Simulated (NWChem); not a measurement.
System: ZrNH₂Cl₃; SMILES [NH2][Zr]([Cl])([Cl])[Cl]

Parts of the log:

```
             Northwest Computational Chemistry Package (NWChem) 7.3.0
             --------------------------------------------------------

 C1  symmetry detected

                             Geometry "geometry" -> ""
                             -------------------------

 Output coordinates in angstroms (scale by  1.889725989 to convert to a.u.)

  No.       Tag          Charge          X              Y              Z
 ---- ---------------- ---------- -------------- -------------- --------------
    1 Zr                  40.0000    -0.02230204    -0.01721451     0.16497776
    2 Cl                  17.0000     2.16572481     0.55818802    -0.47431369
    3 Cl                  17.0000    -1.47285488     1.68650799    -0.54119022
    4 Cl                  17.0000    -0.58706277    -2.16457507    -0.58156235
    5 N                    7.0000    -0.09797245    -0.07122514     2.15198736
    6 H                    1.0000    -0.10996550     0.74223378     2.76641822
    7 H                    1.0000    -0.11086754    -0.91713352     2.72068646

 Effective nuclear repulsion energy (a.u.)     743.4610039047

 Summary of "ao basis" -> "ao basis" (spherical)
 ------------------------------------------------------------------------------
       Tag                 Description            Shells   Functions and Types
 ---------------- ------------------------------  ------  ---------------------
 Zr                         def2-svp                11       31   5s3p2d1f
 Cl                         def2-svp                 8       18   4s3p1d
 N                          def2-svp                 6       14   3s2p1d
 H                          def2-svp                 3        5   2s1p

            General Information
            -------------------
          SCF calculation type: DFT
          Wavefunction type:  closed shell.
          No. of atoms     :     7
          No. of electrons :    72
           Alpha electrons :    36
            Beta electrons :    36
          Charge           :     0
          Spin multiplicity:     1
          Use of symmetry is: off; symmetry adaption is: off
          Maximum number of iterations: 150
          AO basis - number of functions:   109
                     number of shells:    47
          Convergence on energy requested:  1.00D-06
          Convergence on density requested:  1.00D-05
          Convergence on gradient requested:  5.00D-04

              XC Information
              --------------
                          RPBE Exchange Functional  1.000
            Perdew 1991 LDA Correlation Functional  1.000 local
           PerdewBurkeErnz. Correlation Functional  1.000 non-local

             Grid Information
             ----------------
          Grid used for XC integration:  medium
          Radial quadrature: Mura-Knowles
          Angular quadrature: Lebedev.
          Tag              B.-S. Rad. Rad. Pts. Rad. Cut. Ang. Pts.
          ---              ---------- --------- --------- ---------
          Zr                  1.55      123          10.0       590
          Cl                  1.00       88          11.0       590
          N                   0.65       49           9.0       434
          H                   0.35       45          11.0       434
          Grid pruning is: on
          Number of quadrature shells:   526
          Spatial weights used:  Erf1

      Superposition of Atomic Density Guess
      -------------------------------------

 Sum of atomic energies:       -1486.71278188

      Non-variational initial energy
      ------------------------------

 Total energy =   -1480.366903
 1-e energy   =   -2770.857385
 2-e energy   =     932.122431
 HOMO         =      -0.374209
 LUMO         =      -0.009521

     ---------------------------------------------
      Total Density - Mulliken Population Analysis
     ---------------------------------------------

    Atom       Charge   Shell Charges
 -----------   ------   -------------------------------------------------------
    1 Zr  12     9.87  -0.47  1.58  0.90  0.33  0.03  5.82  0.36  0.12  0.82  0.30  0.08
    2 Cl  17    17.57   2.00  1.99  1.23  0.72  5.94  2.23  3.44  0.01
    3 Cl  17    17.56   2.00  1.99  1.23  0.72  5.94  2.23  3.44  0.01
    4 Cl  17    17.55   2.00  1.99  1.23  0.72  5.94  2.23  3.43  0.01
    5 N    7     7.98   1.99  1.06  0.49  2.68  1.76  0.00
    6 H    1     0.74   0.58  0.11  0.04
    7 H    1     0.74   0.58  0.11  0.04

   convergence    iter        energy       DeltaE   RMS-Dens  Diis-err
 ---------------- ----- ----------------- --------- --------- ---------
 d= 0,ls=0.0,diis     1  -1483.0828396133 -1.84D+03  4.01D-02  1.54D+00
 d= 0,ls=0.0,diis     2  -1478.4471896544  4.64D+00  3.15D-02  3.63D+01
 d= 0,ls=0.0,diis     3  -1483.3079865058 -4.86D+00  2.71D-03  1.28D-01
 d= 0,ls=0.0,diis     4  -1483.3188180391 -1.08D-02  1.74D-03  3.36D-02
 d= 0,ls=0.0,diis     5  -1483.3230745498 -4.26D-03  6.73D-04  5.32D-03
  Resetting Diis
 d= 0,ls=0.0,diis     6  -1483.3238100407 -7.35D-04  2.70D-04  6.45D-04
 d= 0,ls=0.0,diis     7  -1483.3238757176 -6.57D-05  3.40D-04  2.14D-04
 d= 0,ls=0.0,diis     8  -1483.3237613973  1.14D-04  2.32D-04  9.83D-04
 d= 0,ls=0.0,diis     9  -1483.3239061606 -1.45D-04  2.75D-05  1.30D-05
 d= 0,ls=0.0,diis    10  -1483.3239081254 -1.96D-06  4.27D-06  2.64D-07
 d= 0,ls=0.0,diis    11  -1483.3239081624 -3.71D-08  1.17D-06  1.69D-08

         Total DFT energy =    -1483.323908162417
      One electron energy =    -2775.244355925998
           Coulomb energy =     1031.827369817150
    Exchange-Corr. energy =      -98.274973835779
 Nuclear repulsion energy =      358.368051782210

 Numeric. integr. density =       71.999996249373

                       DFT Final Molecular Orbital Analysis
                       ------------------------------------

 Vector   34  Occ=2.000000D+00  E=-2.929624D-01
              MO Center=  8.3D-01,  4.0D-01, -3.1D-01, r^2= 5.1D+00
   Bfn.  Coefficient  Atom+Function         Bfn.  Coefficient  Atom+Function
  ----- ------------  ---------------      ----- ------------  ---------------
    44      0.455407  2 Cl pz                41      0.344597  2 Cl pz
    61      0.220365  3 Cl py                38      0.201217  2 Cl pz
    80     -0.168541  4 Cl pz                58      0.164692  3 Cl py
    60      0.138891  3 Cl px                78      0.130048  4 Cl px
    77     -0.122148  4 Cl pz                62      0.119988  3 Cl pz

 Vector   35  Occ=2.000000D+00  E=-2.828517D-01
              MO Center=  6.0D-01,  4.4D-01, -4.9D-01, r^2= 5.5D+00
   Bfn.  Coefficient  Atom+Function         Bfn.  Coefficient  Atom+Function
  ----- ------------  ---------------      ----- ------------  ---------------
    43      0.458847  2 Cl py                40      0.340263  2 Cl py
    60     -0.268222  3 Cl px                78      0.260258  4 Cl px
    61     -0.237294  3 Cl py                57     -0.199742  3 Cl px
    37      0.198505  2 Cl py                75      0.189057  4 Cl px
    58     -0.171149  3 Cl py                54     -0.116107  3 Cl px

 Vector   36  Occ=2.000000D+00  E=-2.522331D-01
              MO Center=  1.4D-01,  1.1D-01,  1.5D+00, r^2= 3.3D+00
   Bfn.  Coefficient  Atom+Function         Bfn.  Coefficient  Atom+Function
  ----- ------------  ---------------      ----- ------------  ---------------
    89      0.501918  5 N  px                92     -0.405437  5 N  px
    44      0.231884  2 Cl pz                18      0.175239  1 Zr d  1
    41      0.166714  2 Cl pz                62     -0.148797  3 Cl pz
    42      0.146230  2 Cl px                59     -0.107041  3 Cl pz
     6      0.097426  1 Zr px                38      0.096722  2 Cl pz

 Vector   37  Occ=0.000000D+00  E=-1.040759D-01
              MO Center= -6.1D-02, -5.1D-02,  1.9D-01, r^2= 2.6D+00
   Bfn.  Coefficient  Atom+Function         Bfn.  Coefficient  Atom+Function
  ----- ------------  ---------------      ----- ------------  ---------------
    16      0.767654  1 Zr d -1              15     -0.327189  1 Zr d -2
    19      0.276513  1 Zr d  2              80      0.192088  4 Cl pz
    21      0.178866  1 Zr d -1             101     -0.176459  6 H  s
   106      0.174182  7 H  s                 43      0.149048  2 Cl py
    60      0.146608  3 Cl px                62     -0.141084  3 Cl pz

 Vector   38  Occ=0.000000D+00  E=-8.701915D-02
              MO Center= -1.3D-01, -9.9D-02,  6.9D-02, r^2= 2.6D+00
   Bfn.  Coefficient  Atom+Function         Bfn.  Coefficient  Atom+Function
  ----- ------------  ---------------      ----- ------------  ---------------
    18      0.560233  1 Zr d  1              19     -0.510784  1 Zr d  2
    15     -0.440222  1 Zr d -2              78     -0.237371  4 Cl px
    44      0.180722  2 Cl pz                60     -0.161683  3 Cl px
    92      0.150511  5 N  px                89     -0.141993  5 N  px
    75     -0.140835  4 Cl px                62     -0.136314  3 Cl pz

 Vector   39  Occ=0.000000D+00  E=-7.082165D-02
              MO Center=  9.6D-02,  7.1D-02,  1.7D-01, r^2= 2.9D+00
   Bfn.  Coefficient  Atom+Function         Bfn.  Coefficient  Atom+Function
  ----- ------------  ---------------      ----- ------------  ---------------
    15      0.570024  1 Zr d -2              19     -0.484464  1 Zr d  2
    16      0.390544  1 Zr d -1              79     -0.301759  4 Cl py
    61     -0.279265  3 Cl py                71     -0.243929  4 Cl s
    43     -0.231696  2 Cl py                20      0.195029  1 Zr d -2
     7     -0.188527  1 Zr py                53      0.188668  3 Cl s

     ---------------------------------------------
      Total Density - Mulliken Population Analysis
     ---------------------------------------------

    Atom       Charge   Shell Charges
 -----------   ------   -------------------------------------------------------
    1 Zr  12    11.28  -0.49  1.66  0.85  0.35 -0.03  5.88  0.41  0.20  1.86  0.50  0.10
    2 Cl  17    17.23   2.00  1.98  1.27  0.69  5.93  2.15  3.19  0.01
    3 Cl  17    17.22   2.00  1.98  1.27  0.69  5.93  2.15  3.18  0.01
    4 Cl  17    17.22   2.00  1.98  1.27  0.69  5.93  2.15  3.18  0.01
    5 N    7     7.34   1.99  1.00  0.48  2.42  1.45  0.01
    6 H    1     0.86   0.71  0.10  0.05
    7 H    1     0.86   0.71  0.10  0.05

     -------------------------------------------
      Total Density - Lowdin Population Analysis
     -------------------------------------------

    Atom       Charge   Shell Charges
 -----------   ------   -------------------------------------------------------
    1 Zr  12    12.48   0.00  0.94  0.96  0.36  0.12  5.37  1.07  0.42  1.74  1.30  0.19
    2 Cl  17    16.88   2.00  1.96  1.03  0.74  5.82  2.26  3.06  0.01
    3 Cl  17    16.87   2.00  1.96  1.03  0.74  5.82  2.26  3.05  0.01
    4 Cl  17    16.86   2.00  1.96  1.03  0.74  5.82  2.26  3.04  0.01
    5 N    7     7.10   1.97  0.73  0.44  2.22  1.72  0.02
    6 H    1     0.90   0.58  0.20  0.13
    7 H    1     0.90   0.58  0.20  0.13

     Multipole analysis of the density
     ---------------------------------

     L   x y z        total         alpha         beta         nuclear
     -   - - -        -----         -----         ----         -------
     0   0 0 0     -0.000000    -36.000000    -36.000000     72.000000

     1   1 0 0     -0.135949     -0.658001     -0.658001      1.180053
     1   0 1 0     -0.116685     -0.513772     -0.513772      0.910860
     1   0 0 1      1.182281      4.955819      4.955819     -8.729357

     2   2 0 0    -54.097596   -245.902869   -245.902869    437.708142
     2   1 1 0     -0.003710     -0.000820     -0.000820     -0.002070
     2   1 0 1     -0.125990      0.355116      0.355116     -0.836222
     2   0 2 0    -51.906690   -266.522865   -266.522865    481.139041
     2   0 1 1     -0.062473      0.264868      0.264868     -0.592209
     2   0 0 2    -44.115514   -133.390045   -133.390045    222.664575
```

Level: RPBE/def2-SVP with def2 effective core potentials on Zr. All runs use the structure optimised with PBE0/def2-SVP. No frequency run checked for a minimum. def2 effective core potentials on Zr; no spin-orbit coupling.

Task: Reconstruct the input file.

Result: Several could match; the one computed here: the input that was run:
```
start job
memory heap 200 mb stack 900 mb global 1100 mb
geometry units angstroms noautoz
  Zr    -0.033916    -0.023664     0.187806
  Cl     2.154066     0.587103    -0.417951
  Cl    -1.498986     1.664289    -0.526219
  Cl    -0.557995    -2.173502    -0.580941
  N     -0.135425    -0.092692     2.173198
  H     -0.167229     0.716181     2.792954
  H     -0.143894    -0.942671     2.735879
end
basis spherical
  * library def2-svp
end
ecp
  Zr library def2-ecp
end
dft
  xc rpbe cpbe96
  iterations 150
  mulliken
end
task dft energy
```
